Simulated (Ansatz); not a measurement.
Ge(NH2)H3 (GeNH₅). Charge 0, multiplicity 1. Geometry r2SCAN-D4/def2-TZVP.

```xyz
7

Ge    0.607   -0.156    0.303
N    -0.946    0.011   -0.683
H    -1.002    0.894   -1.178
H    -1.782   -0.072   -0.115
H     1.770   -0.036   -0.688
H     0.571   -1.546    0.946
H     0.782    0.905    1.414
```

LC-ωPBE has ω = 0.4 bohr⁻¹. HSE06 is defined as in plane-wave codes, on full-range PBE exchange.

(1) Estimate the orbital energies around the gap (eV) in Ansatz with LDA (SPW92)/def2-TZVP, r2SCAN-D4/def2-TZVP, HSE06-D4/def2-TZVP, LC-ωPBE/def2-TZVP, ωB97M-V/def2-TZVP.

Answers

(1) 
```
orbital  LDA (SPW92)/def2-TZVP  r2SCAN-D4/def2-TZVP  HSE06-D4/def2-TZVP  LC-ωPBE/def2-TZVP  ωB97M-V/def2-TZVP
HOMO−13                -113.50              -117.11             -120.23            -120.04            -123.31
HOMO−12                -113.49              -117.09             -120.21            -120.02            -123.30
HOMO−11                 -29.91               -30.46              -33.14             -35.45             -36.17
HOMO−10                 -29.86               -30.41              -33.09             -35.40             -36.13
 HOMO−9                 -29.84               -30.39              -33.08             -35.38             -36.11
 HOMO−8                 -29.79               -30.33              -33.02             -35.32             -36.05
 HOMO−7                 -29.79               -30.33              -33.02             -35.31             -36.04
 HOMO−6                 -20.69               -21.88              -23.02             -26.58             -26.11
 HOMO−5                 -13.77               -14.09              -14.95             -18.88             -18.10
 HOMO−4                 -11.73               -12.10              -12.92             -16.33             -15.78
 HOMO−3                  -9.37                -9.63              -10.33             -13.64             -13.09
 HOMO−2                  -8.33                -8.62               -9.21             -12.52             -11.94
 HOMO−1                  -8.19                -8.51               -9.08             -12.31             -11.75
   HOMO                  -6.01                -6.23               -6.95             -10.17              -9.71
   LUMO                  -0.60                 0.08                0.04               2.55               2.00
 LUMO+1                   0.32                 1.01                1.07               3.63               3.18
 LUMO+2                   0.83                 1.47                1.51               4.06               3.61
 LUMO+3                   1.14                 1.79                1.83               4.41               3.98
 LUMO+4                   1.55                 2.48                2.18               4.67               4.12
 LUMO+5                   2.06                 3.08                2.65               5.09               4.45
```
